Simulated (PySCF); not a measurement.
C3H7FOSi, SMILES C=CC[Si@H](O)F.

Coordinates come from a ωB97X-D3(BJ)/def2-SVP optimisation. The structure was generated by enumeration; whether it is a known compound was not checked. The values are those of a single conformer.

The numbers are results of TDDFT-CAM-B3LYP/def2-SVPD in PySCF, not measurements.

Vertical excitations. Isolated molecule, no solvent.

```csv
state,energy (eV),λ (nm),f,main pairs
S1,6.80,182,0.252,"HOMO→LUMO 54 %, HOMO→LUMO+1 42 %"
S2,7.16,173,0.023,HOMO→LUMO+2 86 %
S3,7.46,166,0.018,"HOMO→LUMO+1 49 %, HOMO→LUMO 33 %"
S4,7.68,161,0.040,HOMO→LUMO+3 85 %
S5,7.98,155,0.061,"HOMO→LUMO+4 46 %, HOMO−1→LUMO 18 %, HOMO−2→LUMO+1 9 %"
S6,8.05,154,0.018,"HOMO−2→LUMO+1 24 %, HOMO→LUMO+4 24 %, HOMO−1→LUMO 17 %, HOMO−2→LUMO 10 %"
S7,8.18,151,0.024,"HOMO−1→LUMO 25 %, HOMO→LUMO+5 22 %, HOMO−2→LUMO 21 %, HOMO−1→LUMO+1 10 %"
S8,8.22,151,0.027,HOMO→LUMO+5 68 %
S9,8.74,142,0.032,"HOMO→LUMO+6 44 %, HOMO→LUMO+7 24 %, HOMO→LUMO+4 12 %"
S10,8.79,141,0.027,"HOMO−3→LUMO 51 %, HOMO−1→LUMO 12 %, HOMO→LUMO+7 10 %"
T1,4.18,297,0,"HOMO→LUMO+1 50 %, HOMO→LUMO 31 %"
T2,6.99,177,0,HOMO→LUMO+2 83 %
T3,7.29,170,0,"HOMO→LUMO 50 %, HOMO→LUMO+1 21 %, HOMO−1→LUMO 14 %"
T4,7.46,166,0,HOMO→LUMO+3 65 %
```
Triplets are in the Tamm–Dancoff approximation, which puts them higher than full response would, so one can lie above its singlet here.
